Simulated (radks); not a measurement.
Results of a calculation; reference values are marked as such.
Initial-state core-level shifts of neutral cobalt when its valence configuration changes from [Ar] 3d7 4s2. Code: a radial shooting solver on a logarithmic mesh with Libxc functionals. Model: Dirac Kohn-Sham, PBE, spin-unpolarised, spherical densities, point nucleus; open shells fill j = l - 1/2 first. Shifts are changes of the shell-averaged eigenvalues in eV (positive: less bound).

valence           1s       2s       3s       3p
3d7 4p2       -3.400   -3.204   -3.388   -3.396
3d6 4s2 4p1   -8.081   -8.854   -7.903   -7.711
3d6 4p3      -11.144  -11.783  -10.934  -10.733
3d6 4s1 4p2   -9.645  -10.352   -9.451   -9.255
3d7 4s1 4p1   -1.828   -1.728   -1.820   -1.825
3d8 4s1       +4.678   +5.270   +4.787   +4.652
3d5 4s2 4p2  -17.218  -19.056  -16.450  -16.016
3d9           +7.497   +8.468   +7.827   +7.611
3d7.5 4s1.5   +2.559   +2.886   +2.590   +2.515
